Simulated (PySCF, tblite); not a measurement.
Isomers of C3H12B2N2. Computed values, GFN2-xTB/tblite, gas phase, harmonic and unscaled. The method is semi-empirical: single wavenumbers can be off by several per cent or more. Modes of hydrogen on boron can be 10 to 20 % off. One conformer each.

Electronic energies: PBE0-D3(BJ)/def2-SVP at its own geometries (PySCF, gas phase).

| SMILES | electronic energy, lowest = 0 (kJ/mol) |
| --- | --- |
| C=C[B@H-]1[NH2+][B@@H-](C)[NH2+]1 | 0.0 |
| C=C[B@@H-]1[NH2+][BH2-][N@H+]1C | 61.1 |
| [BH2-]1[NH2+][BH-](C2CC2)[NH2+]1 | 35.9 |
| C=C[B@H-]1[NH2+][B@H-](C)[NH2+]1 | 1.2 |
| C=C(C)[BH-]1[NH2+][BH2-][NH2+]1 | 26.2 |

Task: How do GFN2-xTB zero-point energies change the relative energies?

Result: 
```tsv
SMILES	ZPE (kJ/mol)	of it from modes above 1550 cm⁻¹	electronic (kJ/mol)	with ZPE, lowest = 0 (kJ/mol)	lowest mode (cm⁻¹)	rings
C=C[B@H-]1[NH2+][B@@H-](C)[NH2+]1	425.9	230.8	0.0	0.0	45	1
C=C[B@H-]1[NH2+][B@H-](C)[NH2+]1	425.7	230.7	1.2	1.0	48	1
C=C(C)[BH-]1[NH2+][BH2-][NH2+]1	424.5	227.8	26.2	24.8	26	1
[BH2-]1[NH2+][BH-](C2CC2)[NH2+]1	429.6	218.7	35.9	39.6	43	2
C=C[B@@H-]1[NH2+][BH2-][N@H+]1C	424.0	224.6	61.1	59.2	61	1
```

The zero-point energies span 5.6 kJ/mol, from `C=C[B@@H-]1[NH2+][BH2-][N@H+]1C` to `[BH2-]1[NH2+][BH-](C2CC2)[NH2+]1`. The order is unchanged.

Task: And how do the electronic energies of GFN2-xTB itself compare?

Result: `C=C[B@H-]1[NH2+][B@@H-](C)[NH2+]1` 42.9; `C=C[B@H-]1[NH2+][B@H-](C)[NH2+]1` 44.4; `C=C(C)[BH-]1[NH2+][BH2-][NH2+]1` 17.1; `[BH2-]1[NH2+][BH-](C2CC2)[NH2+]1` 0.0; `C=C[B@@H-]1[NH2+][BH2-][N@H+]1C` 32.0 kJ/mol, lowest = 0. Against the energies above, taken from the same isomer `C=C[B@H-]1[NH2+][B@@H-](C)[NH2+]1`, the largest difference is 78.8 kJ/mol. The two levels were optimised apart and needn't hold the same conformer.

Task: What do entropy and thermal enthalpy add at 298.15 K and 1 bar (rigid rotor, harmonic oscillator, one conformer each)?

Result: 
```json
{"SMILES": "C=C[B@H-]1[NH2+][B@@H-](C)[NH2+]1", "point group": "C1", "symmetry number": "1", "S (J/(mol K))": "379.2", "H − H(0) (kJ/mol)": "25.54", "ZPE + H − H(0) − TS (kJ/mol)": "338.4"}
{"SMILES": "C=C[B@H-]1[NH2+][B@H-](C)[NH2+]1", "point group": "C1", "symmetry number": "1", "S (J/(mol K))": "379.7", "H − H(0) (kJ/mol)": "25.65", "ZPE + H − H(0) − TS (kJ/mol)": "338.2"}
{"SMILES": "C=C(C)[BH-]1[NH2+][BH2-][NH2+]1", "point group": "C1", "symmetry number": "1", "S (J/(mol K))": "381.3", "H − H(0) (kJ/mol)": "25.20", "ZPE + H − H(0) − TS (kJ/mol)": "336.0"}
{"SMILES": "[BH2-]1[NH2+][BH-](C2CC2)[NH2+]1", "point group": "Cs", "symmetry number": "1", "S (J/(mol K))": "365.9", "H − H(0) (kJ/mol)": "23.17", "ZPE + H − H(0) − TS (kJ/mol)": "343.7"}
{"SMILES": "C=C[B@@H-]1[NH2+][BH2-][N@H+]1C", "point group": "C1", "symmetry number": "1", "S (J/(mol K))": "374.5", "H − H(0) (kJ/mol)": "25.02", "ZPE + H − H(0) − TS (kJ/mol)": "337.4"}
```
